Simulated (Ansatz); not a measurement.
CH$_{10}$Si$_{3}$ (`C[SiH2][SiH2][SiH3]`), one more setting.

```yaml
crystal:
  periodic: [false, false, false]
  atoms:
    - {symbol: C, position_ang: [-0.887762, 2.554974, 0.066859]}
    - {symbol: Si, position_ang: [-0.913938, 0.728549, -0.361569]}
    - {symbol: Si, position_ang: [0.954029, -0.413896, 0.464792]}
    - {symbol: Si, position_ang: [0.860731, -2.679087, -0.106473]}
    - {symbol: H, position_ang: [-0.873118, 2.697935, 1.149389]}
    - {symbol: H, position_ang: [-1.771925, 3.057004, -0.332665]}
    - {symbol: H, position_ang: [-0.002034, 3.037513, -0.351668]}
    - {symbol: H, position_ang: [-0.953022, 0.546146, -1.840655]}
    - {symbol: H, position_ang: [-2.136710, 0.084854, 0.197876]}
    - {symbol: H, position_ang: [2.203382, 0.182309, -0.091417]}
    - {symbol: H, position_ang: [1.015328, -0.283446, 1.949689]}
    - {symbol: H, position_ang: [2.040919, -3.422526, 0.411917]}
    - {symbol: H, position_ang: [-0.370819, -3.293292, 0.459394]}
    - {symbol: H, position_ang: [0.822039, -2.826336, -1.586672]}
basis:
  gaussian: {orbitals: 6-31G}
total_charge: 1
magnetization: {spin_polarized: true, initial_magnetization: 1}
hamiltonian: {xc: {name: revPBE}}
```

```sh
$ ansatz run in.yaml --threads 4 --pin off --events-out ev --progress --plain --max-ram 10444MiB
```

Shortened log:

```
Functional definition: revPBE
867 factors; integrals over basis functions are off by at most 2.1e-4 eV
mean field evaluation 1: about -24805.8385 eV, gradient 4.1e1 eV
mean field evaluation 2: about -24784.8445 eV, gradient 6.2e1 eV
mean field evaluation 4: about -24813.6417 eV, gradient 9.4e0 eV
mean field evaluation 8: about -24814.6507 eV, gradient 7.6e-2 eV
mean field evaluation 16: about -24814.6312 eV, gradient 6.6e-5 eV
mean field -24814.63115579 eV, -911.9208750142 hartree, gradient 8.7e-6 eV, S^2 0.751580; 6 other end points of the search recorded, 0 dependent functions left out
reference -24814.63121013 eV, -911.9208770111 hartree; 29, 28 occupied and 39, 40 virtual orbitals, 867 factors
Total energy: -24814.63121013 eV, -911.9208770111 hartree
```

Run time 1.1 s (4 threads of an AMD EPYC 9R45 on a shared host); peak host memory 0.16 GiB.
